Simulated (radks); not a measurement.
Problem. Excited configurations of the rhodium ion Rh+: one electron is placed in a higher orbital outside [Kr] 4d7. The ground configuration is [Kr] 4d8. All-electron calculation, Dirac Kohn-Sham, BLYP, spin-unpolarised, spherical densities, finite nucleus; open shells are shared between the two j in proportion to 2j + 1; Fermi nuclear charge, rms radius 4.4945 fm. Program: a radial shooting solver on a logarithmic mesh with Libxc functionals. Excitation = E - E(ground); binding = E(ion) - E, where the ion is the core of charge +2; n* = 2/sqrt(2 binding) in atomic units, and the quantum defect is n - n*. Eigenvalue and <r> are those of j = l + 1/2.

outer orbital  excitation (eV)  binding (eV)     n*  quantum defect  eigenvalue (eV)  <r> (bohr)
4f                      16.001         3.438  3.979           0.021           -2.343       8.592
5p                       8.534        10.905  2.234           2.766           -7.787       3.609
5d                      13.821         5.618  3.112           1.888           -3.914       5.894
5f                      17.016         2.423  4.739           0.261           -1.765       14.20
6s                      12.926         6.512  2.891           3.109           -5.088       6.456
6d                      16.000         3.439  3.978           2.022           -2.564       10.86
7s                      15.672         3.767  3.801           3.199           -2.935       11.20
7p                      16.286         3.153  4.155           2.845           -2.455       12.96

Estimate the row for 6p.

Solution. excitation (eV) 14.230; binding (eV) 5.209; n* 3.232; quantum defect 2.768; eigenvalue (eV) -3.981; <r> (bohr) 7.692. The Delta-SCF ionisation energy is 19.439 eV (NIST Atomic Spectra Database: 18.080 eV, semi-empirical). Self-interaction in the functional shifts the binding energies and quantum defects, so they are the method's values and not measured ones. Spin polarisation and multiplet splitting are left out, so open shells lie too high by an amount that depends on their filling. Sharing an open shell by 2j + 1 raises it above the true ground level by a part of the spin-orbit splitting, which enters the differences from NIST.

Beside tabulated values, note that spin-unpolarised runs miss the spin-polarisation part of the exchange energy of open shells.
